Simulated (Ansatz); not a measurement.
Ansatz results at the PBE0-D4/def2-TZVP geometry: HOMO–LUMO gap (ωB97M-V/def2-TZVPP) 8.92 eV; HOMO–LUMO gap (PBE0/def2-TZVPP) 5.21 eV; HOMO–LUMO gap (B3LYP/def2-TZVPP) 4.81 eV.

Which molecule gave them?
A. `CBCS`
B. `CN=C=[C](C)[AlH2]`
C. `C=[C]([AlH2])C(C)=N`
D. `C=C(C)[C](=N)[AlH2]`

B. The others give `C=C(C)[C](=N)[AlH2]`: 8.67, 4.60, 4.19; `CBCS`: 11.53, 7.57, 7.07; `C=[C]([AlH2])C(C)=N`: 9.71, 5.62, 5.17.

B3LYP here is the variant with VWN-RPA as its local correlation; programs differ in this.
